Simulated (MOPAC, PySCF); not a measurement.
H₂Br₂GaN, SMILES `[NH2][Ga]([Br])[Br]`, neutral singlet in the gas phase. 

Cartesian coordinates (Å):
```xyz
6

N     -1.0840    -0.1218     0.0359
Ga     0.6948     0.0782    -0.0236
Br     2.0401    -1.7443    -0.1494
Br     1.6079     2.1545     0.0260
H     -1.7223     0.6522     0.0932
H     -1.5366    -1.0188     0.0180
```
Charge 0, multiplicity 1.

All levels are single points at this geometry (CAM-B3LYP-D3(BJ)/def2-TZVP); Pople sets use spherical d functions. Orbital energies aren't observables, and empty levels follow the basis.

CAM-B3LYP-D3(BJ)/def2-TZVP in PySCF gives gap (eV) = 9.09.

Problem. Estimate the gap (eV) from each of these levels: PBE-D3(BJ)/def2-TZVP in PySCF; TPSSh-D3(BJ)/def2-TZVP in PySCF; B3LYP/3-21G in PySCF; B3LYP/6-311+G** (LANL2DZ on Br, Ga) in PySCF; B3LYP/6-31G* in PySCF; B3LYP/LANL2DZ in PySCF; BP86/6-31G* in PySCF; M06-2X/6-31G* in PySCF; PBE/6-31G* in PySCF; HF/6-31G* in PySCF; PM3 in MOPAC; PM6 in MOPAC.

Solution. 
```csv
level,gap (eV)
PBE-D3(BJ)/def2-TZVP in PySCF,4.42
TPSSh-D3(BJ)/def2-TZVP in PySCF,5.55
B3LYP/3-21G in PySCF,6.04
"B3LYP/6-311+G** (LANL2DZ on Br, Ga) in PySCF",6.27
B3LYP/6-31G* in PySCF,5.95
B3LYP/LANL2DZ in PySCF,6.22
BP86/6-31G* in PySCF,4.22
M06-2X/6-31G* in PySCF,8.82
PBE/6-31G* in PySCF,4.22
HF/6-31G* in PySCF,13.19
PM3 in MOPAC,7.72
PM6 in MOPAC,8.80
```
